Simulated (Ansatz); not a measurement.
Relaxation of AlF3H6OSi2 (13 atoms, charge 0, multiplicity 1), to a largest force component of 0.03 eV/Å in at most 50 steps.

The calculation used Ansatz, RHF/def2-SVP.

```xyz
13
Properties=species:S:1:pos:R:3
Si 0.122 0.063 0.084
Si 0.133 -0.090 2.337
H -0.541 -1.340 2.747
H 1.551 -0.161 2.766
H -0.491 1.109 2.922
F 1.412 -0.542 -0.620
F -0.087 1.515 -0.515
F -1.082 -0.829 -0.636
O -2.489 0.124 1.285
Al -3.028 -0.888 -0.032
H -3.227 -2.416 0.321
H -3.740 -0.168 -1.235
H -2.539 -0.074 2.229
```

Problem. Where does it end, and by what steps?

Solution. The forces met the threshold. After 26 steps the energy has fallen by 0.353 eV; H13 moved furthest, 1.47 Å. Joined: Si1–O9 (2.88 → 1.98 Å).

```
step  energy less start (eV)  largest force component (eV/Å)  accepted
   0                  0.0000                           1.422       yes
   1                 -0.1191                           1.242       yes
   2                 -0.1449                           1.608       yes
   3                 -0.1768                           0.711       yes
   4                 -0.2068                           0.150       yes
   5                 -0.1992                           1.156        no
   6                 -0.2227                           0.096       yes
   7                 -0.2340                           0.142       yes
   8                 -0.2433                           0.598       yes
   9                 -0.2562                           0.436       yes
  10                 -0.2710                           0.343       yes
  11                 -0.2756                           0.692       yes
  12                 -0.2901                           0.468       yes
  13                 -0.2888                           0.330        no
  14                 -0.2970                           0.112       yes
  15                 -0.3002                           0.104       yes
  16                 -0.3060                           0.404       yes
  17                 -0.3146                           0.464       yes
  18                 -0.2989                           0.690        no
  19                 -0.3333                           0.260       yes
  20                 -0.3135                           0.555        no
  21                 -0.3431                           0.167       yes
  22                 -0.3484                           0.088       yes
  23                 -0.3506                           0.134       yes
  24                 -0.3520                           0.105       yes
  25                 -0.3524                           0.069       yes
  26                 -0.3533                           0.028       yes
```

```xyz
13
Properties=species:S:1:pos:R:3
Si -0.304 0.144 0.310
Si 0.337 -0.292 2.519
H -0.176 -1.631 2.895
H 1.807 -0.252 2.673
H -0.286 0.730 3.396
F 1.065 -0.155 -0.500
F -0.558 1.634 -0.234
F -1.126 -1.068 -0.637
O -2.189 0.183 0.915
Al -2.962 -1.078 -0.158
H -3.234 -2.443 0.563
H -3.832 -0.472 -1.315
H -2.548 1.003 1.225
```

Whether the end is a true minimum wasn't checked by a vibrational analysis.

The run took 40 s on 4 threads of Arm Neoverse V2 (shared host), peak memory 0.37 GiB.
